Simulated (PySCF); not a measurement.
## Ionisation energy of Co¹²⁺ by level of theory

Co¹²⁺ [Ne] 3s2 3p3 [3p1/2^2 3p3/2^1, M_J = 3/2] → Co¹³⁺ [Ne] 3s2 3p2 [3p1/2^2, M_J = 0], as a difference of total energies. Calculation: PySCF 2.14, in an even-tempered Gaussian basis (19 s from 0.88 bohr⁻², ratio 2.4; 13 p from 1.1 bohr⁻², ratio 2.4; 5 d from 5.6 bohr⁻², ratio 2.6; 4 f from 8.5 bohr⁻², ratio 2.6); the two-component X2C-1e Hamiltonian. Correlated levels: 1s2 frozen; the 50 highest virtual spinors dropped. "Screened" scales the spin-orbit matrix elements by Boettger's factors to mimic the two-electron term; Breit and QED terms are absent.

```json
{"method": "GHF (spin-free)", "ionisation energy (eV)": "375.84"}
{"method": "GMP2 (spin-free)", "ionisation energy (eV)": "376.30"}
{"method": "GHF (screened spin-orbit)", "ionisation energy (eV)": "374.66"}
{"method": "GMP2 (screened spin-orbit)", "ionisation energy (eV)": "375.07"}
```

Question: How much does correlation contribute at GMP2 (screened spin-orbit)?

Answer: 375.07 − (374.66) = 0.41 eV, measured against GHF (screened spin-orbit).

The labels give the starting determinants; with spin-orbit coupling the two ends relaxed to ⟨J²⟩ = 3.75, ⟨L²⟩ = 0.06, ⟨S²⟩ = 3.67 and ⟨J²⟩ = 1.17, ⟨L²⟩ = 1.92, ⟨S²⟩ = 1.90.

The determinant of Co¹³⁺ mixes levels of different J (the jj label is only the starting occupation), so the difference between spin-free and spin-orbit rows is not the physical spin-orbit shift.

For comparison: 378.5 ± 0.7 eV (semi-empirical (NIST evaluation); NIST Atomic Spectra Database, ionization energies).
